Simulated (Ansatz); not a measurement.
Relaxation of CH2BFO2 (7 atoms, charge 0, multiplicity 1), to a largest force component of 0.02 eV/Å in at most 40 steps.

Level of theory: RKS PBE-D4/def2-SVPD (Ansatz 0.2.0).

```xyz
7
Properties=species:S:1:pos:R:3
F -1.442 -2.069 0.009
B -0.882 -0.749 0.277
O -0.746 0.466 -0.594
C 0.628 0.637 -0.091
O 0.480 -0.418 0.786
H 0.668 1.619 0.431
H 1.355 0.446 -0.864
```

Task: Where does it end, and by what steps?

Result: It converged. After 6 steps the energy has fallen by 1.543 eV; F1 moved furthest, 0.38 Å.

```json
{"step": "0", "energy less start (eV)": "0.0000", "largest force component (eV/Å)": "3.984", "accepted": "yes"}
{"step": "1", "energy less start (eV)": "-1.1129", "largest force component (eV/Å)": "2.948", "accepted": "yes"}
{"step": "2", "energy less start (eV)": "-1.5198", "largest force component (eV/Å)": "0.899", "accepted": "yes"}
{"step": "3", "energy less start (eV)": "-1.5404", "largest force component (eV/Å)": "0.287", "accepted": "yes"}
{"step": "4", "energy less start (eV)": "-1.5431", "largest force component (eV/Å)": "0.043", "accepted": "yes"}
{"step": "5", "energy less start (eV)": "-1.5432", "largest force component (eV/Å)": "0.039", "accepted": "yes"}
{"step": "6", "energy less start (eV)": "-1.5433", "largest force component (eV/Å)": "0.001", "accepted": "yes"}
```

```xyz
7
Properties=species:S:1:pos:R:3
F -1.546 -1.783 0.236
B -0.679 -0.793 0.101
O -0.721 0.333 -0.715
C 0.555 0.613 -0.092
O 0.542 -0.576 0.733
H 0.526 1.538 0.515
H 1.385 0.601 -0.824
```

Run time: 27 s on 2 threads of Arm Neoverse N1 (shared host), peak memory 0.16 GiB.
